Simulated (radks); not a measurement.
The numbers below are computed, except where a source is named.
Spherical jellium clusters: N electrons in a uniform positive sphere of charge N and radius rs N^(1/3), rs = 2.75 bohr. Level of theory: non-relativistic Kohn-Sham, exchange-only LDA, spin-polarised, spherical densities (a radial shooting solver with Libxc functionals). Levels are named by radial order and angular momentum (1s, 1p, 1d, 2s, ...), and open shells are averaged over m.

N = 21, configuration 1s2 1p6 1d10 2s2 1f(up 1, down 0). This is the lowest configuration that the search found. Occupied and some empty levels:

| level | occupation | eigenvalue (eV) | <r> (bohr) |
|---|---|---|---|
| 1s up | 1 | -7.2716 | 4.715 |
| 1s down | 1 | -7.2084 | 4.632 |
| 1p up | 3 | -5.6864 | 5.673 |
| 1p down | 3 | -5.5666 | 5.615 |
| 1d up | 5 | -3.7524 | 6.448 |
| 1d down | 5 | -3.5932 | 6.410 |
| 2s up | 1 | -3.0020 | 5.832 |
| 2s down | 1 | -2.9017 | 5.827 |
| 1f up | 1 | -1.6138 | 7.313 |
| 1f down | 0 | -1.4308 | 7.303 |
| 2p up | 0 | -1.0630 | 8.228 |
| 2p down | 0 | -0.94326 | 8.258 |

Energy (eV): total -10.1504, kinetic 68.303, external -1839.4, Hartree 894.04, exchange-correlation -82.118, background 949.00.

Electron density:

| r (bohr) | n(r) (e/bohr^3) |
|---|---|
| 0.572 | 0.01451 |
| 1.53 | 0.01294 |
| 2.48 | 0.01141 |
| 3.44 | 0.01120 |
| 4.39 | 0.01190 |
| 5.35 | 0.01165 |
| 6.30 | 0.009141 |
| 7.26 | 0.005357 |
| 8.21 | 0.002415 |
| 9.17 | 0.0009440 |
| 10.1 | 0.0003474 |
| 11.1 | 0.0001231 |
| 12.0 | 0.00004369 |
